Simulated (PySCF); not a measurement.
Computed properties of CH3BrSSe, SMILES CS[Se]Br

Se(Br)(SMe) (CH₃BrSSe), SMILES CS[Se]Br. Geometry optimised at r2SCAN-D4/def2-SVP. The structure was generated by enumeration, and PubChem lists no compound with its InChIKey, so it may never have been made. Other conformers were not sampled. All values are computed for the isolated molecule unless a solvent is named; none is compared with measurement here.

**Structure.** All 15 harmonic modes at r2SCAN-D4/def2-SVP (PySCF) are real, so it is a minimum. With heavy atoms numbered as in [Se:1]([Br:2])[S:3][CH3:4], the shortest bond between them is S3–C4 at 1.823 Å and the longest Se1–Br2 at 2.392 Å.

**Vibrations.** The strongest infrared lines (harmonic, unscaled, degenerate partners summed) lie at 256 cm⁻¹ (25 km/mol, Se 54 %, Br 45 %), 1427 cm⁻¹ (14 km/mol, H 96 %), 1442 cm⁻¹ (11 km/mol, H 96 %). The softest mode is at 73 cm⁻¹ and the zero-point energy is 24.9 kcal/mol.

**Electronic structure.** M06-2X/def2-TZVP (PySCF) places the frontier levels at -8.01 and -1.80 eV, a gap of 6.21 eV, and gives a dipole moment of 2.54 D and a mean polarisability of 81.2 bohr³. PBE/def2-TZVP (PySCF) at the same geometry gives -5.69 and -3.42 eV, so its gap is 3.94 eV narrower. An orbital gap is neither the optical nor the fundamental gap.

**Excitations.** TDDFT-CAM-B3LYP/def2-SVPD (PySCF) has S1 at 2.64 eV (469 nm, f = 0.001, dark); the most intense of the 10 singlets computed lies at 6.62 eV (f = 0.07). T1 (TDA) is at 2.01 eV. TDDFT-PBE/def2-SVPD (PySCF) puts S1 at 2.49 eV.

**NMR.** GIAO shifts at PBE0/pcSseg-1 (PySCF) (non-relativistic, atoms alike by connectivity averaged): ¹³C at 31.5 ppm against TMS; ¹H at 2.9 ppm against TMS. Without spin–orbit terms, shifts of atoms bonded to Cl or Br come out too high.
